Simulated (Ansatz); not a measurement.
Input file for Ansatz (an electronic-structure program): R-CCSD(T)/def2-SVP on H4OPbSi (SMILES [OH][Pb][SiH3]), a point of a torsion scan. Elements past Kr take the def2 small-core potentials; no spin–orbit coupling. The run froze 15 orbitals, filled d shells among them.

Ansatz 0.2 input:
```yaml
crystal:
  periodic: [false, false, false]
  atoms:
    - {symbol: O, position_ang: [2.48106684, 0.01025507, -0.33301874]}
    - {symbol: Pb, position_ang: [1.21783263, -1.48626747, 0.52758302]}
    - {symbol: Si, position_ang: [-1.04208116, -0.05302588, 0.35315023]}
    - {symbol: H, position_ang: [2.16880168, 0.86015397, -0.62894005]}
    - {symbol: H, position_ang: [-2.09229240, -0.67454274, -0.46601385]}
    - {symbol: H, position_ang: [-1.72958492, 0.15222890, 1.63606502]}
    - {symbol: H, position_ang: [-0.94221483, 1.30015321, -0.19674654]}
basis:
  gaussian:
    orbitals: def2-SVP
magnetization: {spin_polarized: false}
correlation: {method: ccsd_t, electrons: outside_noble_gas}
scf: {lower_state_search: off}
```

Question: Give the final energy of this run.

Answer: -558.1919 hartree (reference determinant -557.7854, T1 diagnostic 0.024).
